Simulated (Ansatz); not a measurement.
Gas-phase electronic energies from Ansatz, PBE0-D4/def2-TZVP geometries. CCSD(T)/CBS is the MP2 limit (def2-TZVPP, def2-QZVPP) plus CCSD(T) − MP2 in def2-TZVPP, frozen cores. This one scheme is used for every species. For Ga outer-core shells are correlated without core-valence functions, which leaves a few kJ/mol of doubt a bond. Scalar relativity is left out up to krypton. Each species was taken in one conformer, which may not be the lowest.

`C[SiH](O)[GaH2]` + `O[SiH](O)F` → `C[Si@H](O)O[Si@@H](O)F` + `[GaH3]`  (cleavage of the Si–Ga bond)

```tsv
level	ΔE (eV)
HF/def2-QZVPP	-1.64
MP2/def2-QZVPP	-1.48
```

Q: What does CCSD(T)/CBS give? (An estimate is asked.)

A: Computed: -1.42 eV. The listed levels differ from it by -0.22, -0.06 eV.

Largest T1 diagnostic among the species: 0.013.

The D4 term adds −0.07 eV with B3LYP and −0.04 eV with PBE0; it sums over pairs of atoms, weighted by their polarisabilities, and B3LYP, whose exchange is more repulsive, gets the larger term. From PBE to PBE0 (25 % exact exchange), in def2-TZVPP and without D4, ΔE moves by −0.09 eV.

B3LYP here is the variant with VWN-RPA as its local correlation; programs differ in this.
